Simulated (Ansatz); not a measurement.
Al(GeH3)2(H) (AlGe2H7), SMILES [AlH]([GeH3])[GeH3]. Atoms are numbered in the order given.

```xyz
10

Al     0.8510    -0.2098    -0.4446
Ge    -0.4291    -2.0911     0.5194
H      0.1426    -3.4878     0.2139
H     -0.4932    -1.9659     2.0564
H     -1.8947    -2.0877     0.0407
Ge    -0.0351     2.0950    -0.3190
H     -0.0374     2.7913    -1.6950
H     -1.4712     2.1843     0.2291
H      0.8412     2.9747     0.5973
H      2.2689    -0.4521    -1.1303
```
Charge 0, spin multiplicity 1.

Coordinates come from a r2SCAN-D4/def2-SVP optimisation. The structure was generated by enumeration; whether it is a known compound was not checked.

Two levels are set side by side: PBE-D3(BJ)/def2-SVP (Ansatz, a quantum-chemistry and plane-wave program) and r2SCAN-D4/def2-SVP (Ansatz). Each level has its own optimised geometry; the coordinates shown are those of the second. Differences are taken from unrounded values.

| quantity | r2SCAN-D4 | PBE-D3(BJ) | PBE-D3(BJ) minus r2SCAN-D4 |
|---|---|---|---|
| mean bond length (Å) | 1.754 | 1.769 | 0.015 |
| bond Al1–Ge2 (Å) | 2.471 | 2.486 | 0.015 |
| bond Al1–Ge6 (Å) | 2.472 | 2.487 | 0.015 |
| bond Al1–H10 (Å) | 1.594 | 1.606 | 0.012 |
| bond Ge2–H3 (Å) | 1.540 | 1.555 | 0.015 |
| bond Ge2–H4 (Å) | 1.543 | 1.558 | 0.014 |
| bond Ge2–H5 (Å) | 1.542 | 1.558 | 0.016 |
| bond Ge6–H7 (Å) | 1.542 | 1.558 | 0.016 |
| bond Ge6–H8 (Å) | 1.540 | 1.555 | 0.015 |
| bond Ge6–H9 (Å) | 1.543 | 1.558 | 0.015 |

On these quantities the two levels nearly agree.
